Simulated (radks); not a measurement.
The numbers below are computed, except where a source is named.
Question: All-electron atom: Ge IV in [Ar] 3d10 4s1. Code: a radial shooting solver on a logarithmic mesh with Libxc functionals. Model: Dirac Kohn-Sham, PBEsol, spin-unpolarised, spherical densities, finite nucleus; Fermi nuclear charge, rms radius 4.0742 fm. Some entries of the table are withheld. Estimate them.

| orbital | occ. | eigenvalue (eV) | <r> (bohr) | <1/r> (bohr^-1) |
|---|---|---|---|---|
| 1s1/2 | 2 | (1) | (2) | 32.37 |
| 2s1/2 | 2 | -1404.127 | 0.2099 | 7.145 |
| 2p1/2 | 2 | (3) | (4) | 7.109 |
| 2p3/2 | 4 | (5) | (6) | 6.915 |
| 3s1/2 | 2 | -202.0918 | 0.6244 | 2.291 |
| 3p1/2 | 2 | -152.2967 | (7) | 2.165 |
| 3p3/2 | 4 | -148.0159 | (8) | 2.119 |
| 3d3/2 | 4 | -63.4638 | 0.7219 | (9) |
| 3d5/2 | 6 | -62.8709 | 0.7267 | (10) |
| 4s1/2 | 1 | -40.3835 | 1.844 | 0.7147 |

Answer: 
(1) 1s1/2 eigenvalue (eV): -10983.26
(2) 1s1/2 <r> (bohr): 0.04702
(3) 2p1/2 eigenvalue (eV): -1253.124
(4) 2p1/2 <r> (bohr): 0.1813
(5) 2p3/2 eigenvalue (eV): -1221.284
(6) 2p3/2 <r> (bohr): 0.1849
(7) 3p1/2 <r> (bohr): 0.6396
(8) 3p3/2 <r> (bohr): 0.6502
(9) 3d3/2 <1/r> (bohr^-1): 1.802
(10) 3d5/2 <1/r> (bohr^-1): 1.790
